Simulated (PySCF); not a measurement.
## Basis-set dependence of population analyses: `C#C[SiH2]N=C`

C3H5NSi.
Geometry (PBE0-D3(BJ)/def2-SVP, Å), atoms numbered from 1 in this order:
```xyz
10
C3H5NSi angstrom
C      2.2155   -0.9716   -0.0882
C      1.4085   -0.0597   -0.1125
Si     0.1004    1.2361   -0.1368
N     -1.4991    0.5529    0.0655
C     -1.7657   -0.6713    0.2147
H      2.9381   -1.7689   -0.0669
H      0.3361    2.1963    0.9751
H      0.1364    1.9476   -1.4428
H     -1.0054   -1.4815    0.2336
H     -2.8144   -1.0011    0.3371
```

PBE0 throughout (PySCF), one geometry, spherical d and f functions. Geometry: PBE0-D3(BJ)/def2-SVP, one conformer, isolated molecule. Atoms taken as equivalent share a column and are averaged. The first 7 of 9 kinds of atom are listed.

Mulliken charges (e):

```csv
basis,functions,C1,C2,Si3,N4,C5,H6,H7/H8
STO-3G,34,-0.141,-0.246,+0.746,-0.387,-0.049,+0.115,-0.096
6-31G,59,-0.327,-0.262,+0.832,-0.535,-0.118,+0.267,-0.089
pcSseg-0,59,-0.376,-0.444,+1.100,-0.800,-0.101,+0.288,-0.050
6-31G*,84,-0.192,-0.204,+0.508,-0.406,-0.144,+0.239,-0.067
cc-pVDZ,99,-0.131,-0.060,+0.416,-0.307,+0.073,+0.026,-0.056
def2-SVP,99,-0.230,-0.061,+0.568,-0.352,+0.046,+0.054,-0.069
aug-cc-pVDZ,164,+1.356,-0.964,-0.145,-0.523,+0.650,-0.437,+0.258
"6-311+G(2d,p)",173,-0.595,+0.056,+0.723,-0.334,-0.160,+0.167,-0.055
def2-TZVP,191,-0.209,-0.186,+0.395,-0.276,-0.111,+0.184,-0.018
cc-pVTZ,224,-0.096,-0.241,+0.369,-0.251,-0.047,+0.161,-0.038
IGLO-III,234,-0.226,-0.259,+0.975,-0.543,+0.016,+0.162,-0.160
```

IAO charges (e):

```
        basis  functions      C1      C2     Si3      N4      C5      H6   H7/H8
       STO-3G         34  -0.150  -0.323  +0.841  -0.414  -0.138  +0.157  -0.101
        6-31G         59  -0.175  -0.326  +0.748  -0.470  -0.106  +0.205  -0.073
     pcSseg-0         59  -0.160  -0.336  +0.764  -0.477  -0.088  +0.197  -0.077
       6-31G*         84  -0.169  -0.355  +0.879  -0.513  -0.067  +0.200  -0.113
      cc-pVDZ         99  -0.181  -0.347  +0.871  -0.503  -0.070  +0.203  -0.111
     def2-SVP         99  -0.171  -0.348  +0.882  -0.505  -0.063  +0.197  -0.116
  aug-cc-pVDZ        164  -0.190  -0.346  +0.877  -0.515  -0.073  +0.207  -0.109
6-311+G(2d,p)        173  -0.187  -0.356  +0.911  -0.526  -0.072  +0.208  -0.118
    def2-TZVP        191  -0.186  -0.359  +0.921  -0.527  -0.071  +0.208  -0.121
      cc-pVTZ        224  -0.186  -0.355  +0.906  -0.522  -0.072  +0.208  -0.118
     IGLO-III        234  -0.188  -0.358  +0.919  -0.528  -0.073  +0.208  -0.120
```

Hirshfeld charges (e):

```csv
basis,functions,C1,C2,Si3,N4,C5,H6,H7/H8
STO-3G,34,-0.097,-0.170,+0.492,-0.245,+0.032,+0.075,-0.064
6-31G,59,-0.079,-0.168,+0.380,-0.252,+0.034,+0.106,-0.057
pcSseg-0,59,-0.078,-0.166,+0.398,-0.235,+0.027,+0.102,-0.063
6-31G*,84,-0.079,-0.159,+0.364,-0.239,+0.042,+0.107,-0.064
cc-pVDZ,99,-0.083,-0.158,+0.378,-0.220,+0.032,+0.101,-0.068
def2-SVP,99,-0.080,-0.157,+0.382,-0.225,+0.033,+0.101,-0.070
aug-cc-pVDZ,164,-0.082,-0.162,+0.390,-0.243,+0.026,+0.101,-0.064
"6-311+G(2d,p)",173,-0.082,-0.164,+0.390,-0.246,+0.030,+0.102,-0.064
def2-TZVP,191,-0.081,-0.159,+0.382,-0.239,+0.031,+0.102,-0.065
cc-pVTZ,224,-0.082,-0.158,+0.381,-0.234,+0.029,+0.101,-0.066
IGLO-III,234,-0.085,-0.158,+0.384,-0.239,+0.025,+0.101,-0.062
```

ESP-fitted charges (e):

| basis | functions | C1 | C2 | Si3 | N4 | C5 | H6 | H7/H8 |
| --- | --- | --- | --- | --- | --- | --- | --- | --- |
| STO-3G | 34 | -0.237 | -0.178 | +0.658 | -0.503 | +0.265 | +0.194 | -0.090 |
| 6-31G | 59 | -0.276 | -0.225 | +0.701 | -0.688 | +0.406 | +0.279 | -0.096 |
| pcSseg-0 | 59 | -0.256 | -0.286 | +0.810 | -0.687 | +0.349 | +0.282 | -0.124 |
| 6-31G* | 84 | -0.296 | -0.192 | +0.584 | -0.552 | +0.294 | +0.287 | -0.084 |
| cc-pVDZ | 99 | -0.306 | -0.179 | +0.535 | -0.502 | +0.279 | +0.286 | -0.074 |
| def2-SVP | 99 | -0.286 | -0.204 | +0.604 | -0.550 | +0.324 | +0.280 | -0.091 |
| aug-cc-pVDZ | 164 | -0.342 | -0.158 | +0.553 | -0.537 | +0.288 | +0.299 | -0.075 |
| 6-311+G(2d,p) | 173 | -0.350 | -0.159 | +0.552 | -0.540 | +0.276 | +0.309 | -0.074 |
| def2-TZVP | 191 | -0.345 | -0.153 | +0.541 | -0.523 | +0.276 | +0.303 | -0.076 |
| cc-pVTZ | 224 | -0.335 | -0.165 | +0.555 | -0.518 | +0.269 | +0.299 | -0.080 |
| IGLO-III | 234 | -0.334 | -0.162 | +0.546 | -0.528 | +0.278 | +0.298 | -0.076 |

Task: Which scheme is steadiest as the basis changes?

Result: Largest range over the bases for any column: Hirshfeld 0.13 e, IAO 0.17 e, ESP-fitted 0.27 e, Mulliken 1.95 e. Hirshfeld charges move least and Mulliken charges most, counted in e. Without the minimal STO-3G basis the ranges are Hirshfeld 0.03, IAO 0.17, ESP-fitted 0.27, Mulliken 1.95 e.

Task: How much do the charges still move between the two largest bases, cc-pVTZ and IGLO-III?

Result: At most, over all atoms: Mulliken 0.606 e, IAO 0.012 e, Hirshfeld 0.005 e, ESP-fitted 0.010 e.

Task: What do the same runs give for the total energy, the frontier levels and the dipole moment?

Result: 
```json
{"basis": "STO-3G", "energy (Eh)": "-455.6648", "HOMO (eV)": "-4.34", "LUMO (eV)": "2.69", "μ (D)": "0.88"}
{"basis": "6-31G", "energy (Eh)": "-461.0456", "HOMO (eV)": "-6.91", "LUMO (eV)": "-0.60", "μ (D)": "2.20"}
{"basis": "pcSseg-0", "energy (Eh)": "-460.4243", "HOMO (eV)": "-6.99", "LUMO (eV)": "-0.74", "μ (D)": "2.24"}
{"basis": "6-31G*", "energy (Eh)": "-461.1348", "HOMO (eV)": "-7.10", "LUMO (eV)": "-0.62", "μ (D)": "2.03"}
{"basis": "cc-pVDZ", "energy (Eh)": "-461.1622", "HOMO (eV)": "-7.12", "LUMO (eV)": "-0.74", "μ (D)": "1.78"}
{"basis": "def2-SVP", "energy (Eh)": "-460.9393", "HOMO (eV)": "-7.17", "LUMO (eV)": "-0.83", "μ (D)": "1.93"}
{"basis": "aug-cc-pVDZ", "energy (Eh)": "-461.1740", "HOMO (eV)": "-7.30", "LUMO (eV)": "-1.06", "μ (D)": "1.85"}
{"basis": "6-311+G(2d,p)", "energy (Eh)": "-461.2192", "HOMO (eV)": "-7.34", "LUMO (eV)": "-1.09", "μ (D)": "1.95"}
{"basis": "def2-TZVP", "energy (Eh)": "-461.2358", "HOMO (eV)": "-7.30", "LUMO (eV)": "-1.02", "μ (D)": "1.92"}
{"basis": "cc-pVTZ", "energy (Eh)": "-461.2315", "HOMO (eV)": "-7.27", "LUMO (eV)": "-0.95", "μ (D)": "1.87"}
{"basis": "IGLO-III", "energy (Eh)": "-461.2389", "HOMO (eV)": "-7.33", "LUMO (eV)": "-1.07", "μ (D)": "1.90"}
```

The dipole is fixed by the density alone, so its range of 1.36 D shows that the density itself changes with the basis, not only its division among atoms.
